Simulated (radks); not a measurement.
Neutral calcium inside a hard spherical wall (all orbitals vanish at R), configuration held at [Ar] 4s2 and not refilled when levels cross. All-electron calculation, non-relativistic Kohn-Sham, PBEsol, spin-polarised, spherical densities, point nucleus. Program: a radial shooting solver on a logarithmic mesh with Libxc functionals. Eigenvalues in eV for spin up, with the zero of energy where the potential of the charges vanishes at infinity; a dash marks a level that is unbound or too diffuse for the functional's potential to be trusted. A positive occupied level is held by the wall or, in an anion where self-interaction has pushed it up, behind a barrier. The pressure on the wall is -dE/dV.

R (bohr)	E (hartree)	kinetic (hartree)	e(2p)	e(3s)	e(3p)	e(4s)	e(3d, empty)	e(4p, empty)	pressure (GPa)
free	-676.50092	675.733	-334.19	-46.553	-28.001	-3.751	-2.079	-1.403	0
10	-676.49863	675.752	-334.01	-46.384	-27.834	-3.629	-1.930	-1.133	0.0519
7	-676.46209	675.941	-332.77	-45.209	-26.679	-2.567	-0.887	0.558	1.72
6	-676.40270	676.177	-331.60	-44.129	-25.625	-1.259	0.123	2.449	5.96
5	-676.24654	676.708	-329.57	-42.338	-23.888	1.689	1.940	6.458	23.3
4	-675.78641	678.157	-325.57	-39.118	-20.768	9.287	5.599	16.052	116
3	-674.03339	683.641	-314.28	-31.336	-12.880	33.998	15.373	44.291	904
2.5	-671.21734	692.141	-299.85	-21.846	-2.724	67.943	27.552	80.302	3260
